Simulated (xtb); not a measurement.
As$_{2}$, triplet, geometry from GFN2-xTB (a higher spin typed on purpose: for a closed-shell molecule this is an excited state); GFN0-xTB (xtb).

The xtb input:
```
$ xtb mol.xyz --gfn 0 --uhf 2 --opt --json

# file mol.xyz
2

As    -0.00000000    -0.00000000    -1.12716632
As     0.00000000     0.00000000     1.12716632
```

Output, abridged:

```
   ID    Z sym.   atoms
    1   33 As     1, 2

           -------------------------------------------------
          |                Calculation Setup                |
           -------------------------------------------------

           -------------------------------------------------
          |                 G F N 0 - x T B                 |
           -------------------------------------------------

          ...................................................
          :                      SETUP                      :
          :.................................................:
          :  # basis functions                  20          :
          :  # atomic orbitals                  18          :
          :  # shells                            6          :
          :  # electrons                        10          :
          :  electronic temp.          300.0000000     K    :
          :  accuracy                    1.0000000          :
          :  -> integral cutoff          0.2500000E+02      :
          :  -> integral neglect         0.1000000E-07      :
          ...................................................

         :::::::::::::::::::::::::::::::::::::::::::::::::::::
         ::                     SUMMARY                     ::
         :::::::::::::::::::::::::::::::::::::::::::::::::::::
         :: total energy              -4.862485498589 Eh    ::
         :: gradient norm              0.011113261963 Eh/a0 ::
         :: HOMO-LUMO gap              0.000000000000 eV    ::
         ::.................................................::
         :: H0 energy                 -4.869157071933 Eh    ::
         :: repulsion energy           0.006954092186 Eh    ::
         :: electrostat energy         0.000000000000 Eh    ::
         :: -> Gsolv                   0.000000000000 Eh    ::
         ::    -> Gsasa                0.000000000000 Eh    ::
         ::    -> Gshift               0.000000000000 Eh    ::
         :: dispersion energy         -0.000282518842 Eh    ::
         :: short-range corr.          0.000000000000 Eh    ::
         :: add. restraining           0.000000000000 Eh    ::
         :: total charge               0.000000000000 e     ::
         :::::::::::::::::::::::::::::::::::::::::::::::::::::

      -----------------------------------------------------------
     |                   =====================                   |
     |                        A N C O P T                        |
[...]
 * total energy  :    -4.8624855 Eh     change        0.0000000E+00 Eh
 * total energy  :    -4.8621321 Eh     change        0.3534322E-03 Eh
 * total energy  :    -4.8626732 Eh     change       -0.5410856E-03 Eh
 * total energy  :    -4.8626751 Eh     change       -0.1995134E-05 Eh
   *** GEOMETRY OPTIMIZATION CONVERGED AFTER 4 ITERATIONS ***
         :: total energy              -4.862675147182 Eh    ::
[...]
         6        0.5000           -0.3393415              -9.2340 (HOMO)
         7        0.5000           -0.3393415              -9.2340 (LUMO)
         8                         -0.1930611              -5.2535
         9                         -0.0102946              -0.2801
        10                         -0.0102946              -0.2801
        11                          0.0008396               0.0228
        12                          0.0008396               0.0228
        13                          0.0462488               1.2585
        14                          0.0462488               1.2585
        15                          0.0922729               2.5109
        16                          0.3024434               8.2299
        17                          0.3024434               8.2299
        18                          1.8434355              50.1624
      -------------------------------------------------------------
                  HL-Gap            0.0000000 Eh            0.0000 eV
             Fermi-level            0.0000000 Eh            0.0000 eV

     #   Z          covCN         q      C6AA      α(0)
     1  33 As       0.979     0.000   265.333    30.694
     2  33 As       0.979    -0.000   265.333    30.694

 Mol. C6AA /au·bohr⁶  :       1061.331050
 Mol. C8AA /au·bohr⁸  :      81746.393657
 Mol. α(0) /au        :         61.387144

Wiberg/Mayer (AO) data.
largest (>0.10) Wiberg bond orders for each atom

 ---------------------------------------------------------------------------
     #   Z sym  total        # sym  WBO       # sym  WBO       # sym  WBO
 ---------------------------------------------------------------------------
     1  33 As   1.814 --     2 As   1.814
     2  33 As   1.814 --     1 As   1.814
 ---------------------------------------------------------------------------

Topologies differ in total number of bonds
Writing topology from bond orders to xtbtopo.mol

 dipole moment from electron density (au)
     X       Y       Z
   0.0000  -0.0000  -0.0000  total (Debye):    0.000

optimized geometry written to: xtbopt.xyz

           -------------------------------------------------
          | TOTAL ENERGY               -4.862675147182 Eh   |
          | GRADIENT NORM               0.000426585438 Eh/α |
          | HOMO-LUMO GAP               0.000000000000 eV   |
           -------------------------------------------------

normal termination of xtb
```
